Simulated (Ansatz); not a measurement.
A nudged elastic band was laid between two geometries of BCl3 + H2O (7 atoms, charge 0, multiplicity 1).

Theory: RHF/def2-SVP (Ansatz 0.2.0).

```
movable images  : 7
climbing image  : yes
spring          : 2.0 to 10.0 eV/Å², energy-weighted
optimiser       : quadratic models (default)
start path      : through a guess of the saddle point
force threshold : 0.05 eV/Å
iteration limit : 60
end points      : relaxed
```

Initial state:

```xyz
7
Properties=species:S:1:pos:R:3
B 0.041 0.466 0.032
Cl -0.020 0.880 1.741
Cl 1.574 0.458 -0.810
Cl -1.460 0.316 -0.872
O 0.081 -2.162 0.585
H -0.656 -2.640 0.233
H 0.090 -2.347 1.512
```

Final state:

```xyz
7
Properties=species:S:1:pos:R:3
B -0.176 -0.330 -0.839
Cl 0.776 -1.255 3.561
Cl 1.136 0.836 -0.858
Cl -1.221 -0.526 -2.250
O -0.367 -1.061 0.259
H -1.086 -1.677 0.224
H 0.588 -1.017 2.323
```

Q: What changes between the two ends?

A: Bonds broken: B1–Cl2, O5–H7. Bonds formed: B1–O5, Cl2–H7. BCl3 + H2O becomes BCl2HO + ClH.

Q: What energy profile does the band end with?

A: The run converged. The highest image is number 3 of 0 to 8, 1.07 eV above the first end and 1.78 eV above the last; the last end lies 0.71 eV below the first. Another band between the same ends (7 images) ends at a top of the same energy, where a vibrational analysis finds 1 clearly imaginary mode. The orbitals stay closed-shell, which can raise the energy where a bond breaks towards radicals; this wasn't checked here.

```csv
image,path coordinate (Å),energy (eV),B1–Cl2 (Å),O5–H7 (Å),B1–O5 (Å)
0,0.00,0.00,1.76,0.95,2.69
1,1.24,0.04,1.88,0.96,1.62
2,1.63,0.70,2.14,1.01,1.53
3,1.92,1.07,2.39,1.14,1.47
4,2.14,0.71,2.51,1.38,1.41
5,2.46,-0.11,2.77,1.70,1.36
6,3.59,-0.68,3.67,2.48,1.33
7,4.73,-0.70,4.25,2.32,1.33
8,5.86,-0.71,4.60,2.27,1.33
```

Q: What is the geometry of the highest image?

A: 
```xyz
7
Properties=species:S:1:pos:R:3
B 0.051 -0.349 -0.159
Cl -0.014 0.143 2.180
Cl 1.562 0.305 -0.757
Cl -1.499 0.102 -0.870
O 0.112 -1.711 0.383
H -0.666 -2.229 0.200
H 0.104 -1.290 1.444
```

The run took 4.6 min on 1 thread of Intel(R) Xeon(R) Platinum 8175M CPU @ 2.50GHz (Skylake/Cascade Lake), on a shared host, peak memory 0.21 GiB.
